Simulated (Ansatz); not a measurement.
Start from `[OH][GeH]([F])[SH]` and change one atom or group to get `[OH][GeH]([F])[SiH2]Cl`.

Ansatz, PBE0-D4/def2-TZVP geometries, multiplicity 1. Each molecule was computed in one conformer, which needn't be the lowest.

Scalar relativity is left out up to krypton.

```json
{"property": "LUMO energy (B3LYP/def2-TZVPP) / eV", "`[OH][GeH]([F])[SH]`": "-0.58"}
{"property": "HOMO–LUMO gap (PBE/def2-TZVPP) / eV", "`[OH][GeH]([F])[SH]`": "5.49"}
{"property": "HOMO–LUMO gap (PBE0/def2-TZVPP) / eV", "`[OH][GeH]([F])[SH]`": "7.77"}
{"property": "LUMO energy (PBE/def2-TZVPP) / eV", "`[OH][GeH]([F])[SH]`": "-1.23"}
{"property": "size of the dipole moment (PBE/def2-TZVPP) / D", "`[OH][GeH]([F])[SH]`": "1.96"}
{"property": "HOMO–LUMO gap (ωB97M-V/def2-TZVPP) / eV", "`[OH][GeH]([F])[SH]`": "11.92"}
```

What does the change do to each property? (An estimate is asked.)

Computed: 
```
                                      property  `[OH][GeH]([F])[SiH2]Cl`  shift
           LUMO energy (B3LYP/def2-TZVPP) / eV                     -1.35  -0.77
           HOMO–LUMO gap (PBE/def2-TZVPP) / eV                      5.11  -0.38
          HOMO–LUMO gap (PBE0/def2-TZVPP) / eV                      7.21  -0.56
             LUMO energy (PBE/def2-TZVPP) / eV                     -1.97  -0.74
size of the dipole moment (PBE/def2-TZVPP) / D                      2.25   0.29
       HOMO–LUMO gap (ωB97M-V/def2-TZVPP) / eV                     11.09  -0.83
```

With PBE0 the HOMO falls by 0.35 eV and the LUMO falls by 0.92 eV, so the gap narrows by about 0.57 eV. PBE moves the HOMO by -0.36 eV and ωB97M-V by -0.20 eV. Dipoles are sizes alone; their direction can turn.

B3LYP here is the variant with VWN-RPA as its local correlation; programs differ in this.
